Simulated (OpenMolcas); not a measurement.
**Mo4+: effect of the active space**

```yaml
Program: OpenMolcas
Method: CASSCF or its RAS form
Basis: ANO-RCC-VTZP
Scalar_Hamiltonian: DKH2, point nucleus
Spin-orbit_coupling: RASSI with atomic mean-field integrals over the reference wave functions, term energies averaged over their components
```

A. 2 electrons in 5 orbitals (4d); 2S+1 = 3 even, 10 roots; 2S+1 = 1 even, 15 roots; cost of the order of 4 core-seconds
B. 8 electrons in 8 orbitals (RAS1 4p, at most 2 holes; RAS2 4d); 2S+1 = 3 even, 10 roots; 2S+1 = 1 even, 15 roots; cost about 18 core-seconds
C. 2 electrons in 10 orbitals (4d 5d); 2S+1 = 3 even, 10 roots; 2S+1 = 1 even, 15 roots; cost about 9 core-seconds

Energies in cm-1 above 4d2 3F2, the measured ground level; measured values from Sugar and Musgrove, J. Phys. Chem. Ref. Data 17, 155 (1988).

| Level | A | B | C | Measured |
| --- | --- | --- | --- | --- |
| 4d2 3F2 | 0.0 | 0.0 | 0.0 | 0.0 |
| 4d2 3F3 | 1486 | 1598 | 1495 | 1578 |
| 4d2 3F4 | 3226 | 3444 | 3241 | 3357 |
| 4d2 1D2 | 12752 | 11987 | 12596 | 10190 |
| 4d2 3P0 | 13828 | 13209 | 13693 | 11161 |
| 4d2 3P1 | 14426 | 13867 | 14285 | 11807 |
| 4d2 3P2 | 15960 | 15454 | 15805 | 13408 |
| 4d2 1G4 | 19289 | 19921 | 19048 | 16354 |
| 4d2 1S0 | 45317 | 41007 | 44276 | 37738 |

Deviations, from unrounded energies. A percentage is the sum of absolute deviations over the sum of measured energies, with the sign that they share, or ± where signs differ.

| Against measurement | Levels | A | B | C |
| --- | --- | --- | --- | --- |
| mean absolute deviation (cm-1) | 8 | 2600 | 1900 | 2400 |
| fine structure of the ground term (%) | 2 | -4.5 | +2.2 | -4.0 |
| other terms of the ground configuration (%) | 6 | +20.8 | +14.7 | +18.9 |

B lies closest to measurement on these levels and A furthest from it. The largest miss of B in the table is 4d2 1G4, by +3600 cm-1. The ranking rests on the paired levels alone, and a cruder setting can come out closer through cancelling errors.

Among A to C the level of the table that moves most is 4d2 1S0, by 4300 cm-1 (lowest in B, highest in A).

Without dynamic correlation excited terms often stand tens of per cent too high (terms of higher spin than the ground term too low), and those without a measured partner can miss by more than the paired ones. Active for correlation alone: 4p; no level in the range computed is led by a configuration that opens it, so any true level of that kind is missing (holds for B). Active for correlation alone: 5d; no level in the range computed is led by a configuration that fills it, so any true level of that kind is missing (holds for C). Measured partners are found by configuration, term and J. A level has none where our copy of the source lacks it or the pairing is in doubt (some pairs that miss far off the trend of their configuration count as doubtful), and it then counts in no deviation. Levels of configurations outside the active space are missing.
